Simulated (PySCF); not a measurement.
Cost of excited-state runs on C₄H₆AlFO₂

Cartesian coordinates in Å; atom numbers follow the order of the lines, from 1:
```xyz
14

F     1.1955   -2.4532    1.4249
Al    1.6378   -1.2276    0.3971
O     1.1437    0.3700    1.1054
C     0.4286    1.2931    0.6466
C    -0.7596    1.0865   -0.0538
C    -1.5538   -0.2030   -0.0274
C    -0.5403   -0.2457   -1.0900
O     0.5432   -0.9411   -0.9657
H     3.0551   -1.0630   -0.0787
H     0.8291    2.3138    0.6809
H    -1.2384    1.9509   -0.4889
H    -1.3448   -0.8568    0.8123
H    -2.5977   -0.1030   -0.2855
H    -0.7989    0.0786   -2.0994
```

PySCF with density fitting, on 1 thread of an Arm Neoverse V1, shared host. Command: `OMP_NUM_THREADS=1 python excited_run.py task.json out`

Problem. How long does this run take, and how much memory?
- magnetisability and related constants, PBE0/pcSseg-1; isotopologues

Solution. 
| run | level | basis functions | wall time | peak memory (GiB) |
| --- | --- | --- | --- | --- |
| magnetisability and related constants | PBE0/pcSseg-1 | 173 | 25 s | 0.78 |

Times from a shared host are rough.
